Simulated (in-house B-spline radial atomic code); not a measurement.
The numbers below are computed, except where a source is named.
## Cl ion on Hf atom: potential, deflection and energy transfer

The pair potential comes from two frozen, spherical free-atom densities (PBE, B-spline radial code, scalar-relativistic past argon): electrostatics plus the change in Thomas-Fermi kinetic and Dirac exchange energy where they overlap, the recipe behind the universal ZBL potential, which averages such potentials (from solid-state densities) over many pairs. It is written V = (Z1 Z2 e²/r) φ(r/a), with e² = 14.3996 eV·Å and a = 0.46850 Å/(Z1^0.23 + Z2^0.23); ZBL's fit is φ = 0.18175 e^(−3.1998x) + 0.50986 e^(−0.94229x) + 0.28022 e^(−0.4029x) + 0.02817 e^(−0.20162x). Where φ falls below 4e-4 it is continued as an exponential.

Masses 35.45 and 178.49 u.

| x = r/a | φ, this pair | φ, ZBL |
| --- | --- | --- |
| 0.1 | 0.8816 | 0.8928 |
| 0.5 | 0.6032 | 0.6096 |
| 1.5 | 0.2958 | 0.2995 |
| 3 | 0.1267 | 0.1292 |
| 5 | 0.05075 | 0.05224 |
| 8 | 0.01717 | 0.01705 |
| 12 | 0.005272 | 0.00474 |
| 17 | 0.001291 | 0.001212 |

Q: At x = 1 the electrostatic, kinetic and exchange parts are 50684.74, 21071.49 and -610.97 eV. Find r, V and φ.

A: a = 0.46850/(1.9187 + 2.6742) = 0.10201 Å, so r = 0.10201 Å. V = 50684.74 + 21071.49 + (-610.97) = 71145.26 eV. The bare repulsion is 17 × 72 × 14.3996/0.10201 = 172780 eV, so φ = 0.4118, -1.1 % against ZBL's 0.4164. The kinetic (Pauli) term is 30 % of V here.

Q: The ion comes in at 2.071 keV with impact parameter 0.2040 Å. The scattering integral gives a centre-of-mass angle of 119.3° and a closest approach of 5.279 a. What are the reduced energy, the energy passed on and the laboratory angles?

A: ε = E a M2/(Z1 Z2 e² (M1 + M2)) = 2071 × 4.8286e-06 = 0.01. The most that one collision can pass on is γE with γ = 4 M1 M2/(M1 + M2)² = 0.5530. Here T = γE sin²(θ/2) = 0.5530 × 2071 × 0.7449 = 853.1 eV. The ion turns by arctan(sin θ/(cos θ + M1/M2)) = 108.5° (second quadrant: it bounces back), and the struck atom leaves at (180° − θ)/2 = 30.3°. The closest approach is 0.539 Å. With ZBL the angle would be 119.98° and T = 858.7 eV.
